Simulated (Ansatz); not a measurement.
Gas-phase electronic energies from Ansatz, PBE0-D4/def2-TZVP geometries. CCSD(T)/CBS is the MP2 limit (def2-TZVPP, def2-QZVPP) plus CCSD(T) − MP2 in def2-TZVPP, frozen cores. This one scheme is used for every species. Functionals use def2-TZVPP. B3LYP here is the variant with VWN-RPA as its local correlation; programs differ in this. HSE06 is defined as in plane-wave codes. For Ge outer-core shells are correlated without core-valence functions, which leaves a few kJ/mol of doubt a bond. Scalar relativity is left out up to krypton. One conformer a species, not always the lowest.

Reaction (ligand exchange at the Si–Cl bond): `F[SiH](F)Cl` + `[OH][GeH3]` → `F[SiH](F)[O][GeH3]` + HCl

(1) Is it downhill or uphill in electronic energy at CCSD(T)/CBS, and by how much? (Best estimate.)

(2) What do these levels give: PBE-D4, BLYP-D4, B3LYP-D4, r2SCANh-D4, HSE06-D4, CAM-B3LYP-D4, B2PLYP, BLYP, r2SCANh, LC-ωPBE, CCSD/def2-SVP, HF/CBS(def2)? (An estimate is asked.)

Largest T1 diagnostic among the species: 0.012.

## Answers

(1) The calculation gave: Downhill: ΔE = -0.43 eV.

(2) Computed: PBE-D4 -0.29, BLYP-D4 -0.40, B3LYP-D4 -0.44, r2SCANh-D4 -0.38, HSE06-D4 -0.34, CAM-B3LYP-D4 -0.48, B2PLYP -0.42, BLYP -0.35, r2SCANh -0.37, LC-ωPBE -0.38, CCSD/def2-SVP -0.49, HF/CBS(def2) -0.56 eV.

From PBE to PBE0 (25 % exact exchange), in def2-TZVPP and without D4, ΔE moves by −0.06 eV. At CCSD(T), def2-SVP lies −0.05 eV from the extrapolated value and def2-TZVPP −0.04 eV.
